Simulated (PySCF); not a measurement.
HN (SMILES [NH]), triplet, geometry from GFN2-xTB; TPSS/6-31G* (PySCF).

The PySCF input:
```python
from pyscf import gto, scf, dft

mol = gto.M(
    atom='''
N    -0.00000000   -0.00000000   -0.12795743
H     0.00000000    0.00000000    0.89570199
''',
    basis='6-31g*',
    spin=2,
    verbose=4,
)

mf = dft.UKS(mol)
mf.xc = 'tpss'
mf.kernel()
```

What does PySCF print? Leave out banner, timings and long lists.


```
PySCF version 2.14.0

[INPUT] verbose = 4
[INPUT] num. atoms = 2
[INPUT] num. electrons = 8
[INPUT] charge = 0
[INPUT] spin (= nelec alpha-beta = 2S) = 2
[INPUT] symmetry False subgroup None
[INPUT] Mole.unit = angstrom
[INPUT] Symbol           X                Y                Z      unit          X                Y                Z       unit  Magmom
[INPUT]  1 N      0.000000000000   0.000000000000  -0.127957430000 AA    0.000000000000   0.000000000000  -0.241804498303 Bohr   0.0
[INPUT]  2 H      0.000000000000   0.000000000000   0.895701990000 AA    0.000000000000   0.000000000000   1.692631450328 Bohr   0.0

nuclear repulsion = 3.61862588676222
number of shells = 8
number of NR pGTOs = 31
number of NR cGTOs = 16
basis = 6-31g*
ecp = {}

******** <class 'pyscf.dft.uks.UKS'> ********
method = UKS
initial guess = minao
damping factor = 0
level_shift factor = 0
DIIS = <class 'pyscf.scf.diis.CDIIS'>
diis_start_cycle = 1
diis_space = 8
diis_damp = 0
SCF conv_tol = 1e-09
SCF conv_tol_grad = None
SCF max_cycles = 50
direct_scf = True
direct_scf_tol = 1e-13
number electrons alpha = 5  beta = 3
XC library pyscf.dft.libxc version 7.1.2
    S. Lehtola, C. Steigemann, M. J. T. Oliveira, and M. A. L. Marques,  SoftwareX 7, 1–5 (2018)
XC functionals = tpss
    J. Tao, J. P. Perdew, V. N. Staroverov, and G. E. Scuseria,  Phys. Rev. Lett. 91, 146401 (2003)
    J. P. Perdew, J. Tao, V. N. Staroverov, and G. E. Scuseria,  J. Chem. Phys. 120, 6898 (2004)
    J. Tao, J. P. Perdew, V. N. Staroverov, and G. E. Scuseria,  Phys. Rev. Lett. 91, 146401 (2003)
    J. P. Perdew, J. Tao, V. N. Staroverov, and G. E. Scuseria,  J. Chem. Phys. 120, 6898 (2004)
radial grids:
    Treutler-Ahlrichs [JCP 102, 346 (1995); DOI:10.1063/1.469408] (M4) radial grids

becke partition: Becke, JCP 88, 2547 (1988); DOI:10.1063/1.454033
pruning grids: <function nwchem_prune>
grids dens level: 3
symmetrized grids: False
atomic radii adjust function: <function treutler_atomic_radii_adjust>
small_rho_cutoff = 0
Set gradient conv threshold to 3.16228e-05
tot grids = 23712
init E= -55.1001186012768

cycle= 1 E= -55.2210598968805  delta_E= -0.121  |g|= 0.105  |ddm|= 0.931
cycle= 2 E= -55.2276118267318  delta_E= -0.00655  |g|= 0.0303  |ddm|= 0.153
cycle= 3 E= -55.2281396098751  delta_E= -0.000528  |g|= 0.00727  |ddm|= 0.0431
cycle= 4 E= -55.2281726551587  delta_E= -3.3e-05  |g|= 0.00106  |ddm|= 0.00756
cycle= 5 E= -55.228173372101  delta_E= -7.17e-07  |g|= 0.00084  |ddm|= 0.00217
cycle= 6 E= -55.2281737839139  delta_E= -4.12e-07  |g|= 9.24e-05  |ddm|= 0.00105
cycle= 7 E= -55.2281737960587  delta_E= -1.21e-08  |g|= 8.05e-06  |ddm|= 0.000273
cycle= 8 E= -55.2281737961488  delta_E= -9.01e-11  |g|= 4.04e-07  |ddm|= 2.72e-05
Extra cycle  E= -55.2281737961489  delta_E= -8.53e-14  |g|= 1.11e-07  |ddm|= 5.66e-07
converged SCF energy = -55.2281737961489  <S^2> = 2.0055267  2S+1 = 3.0036822
```
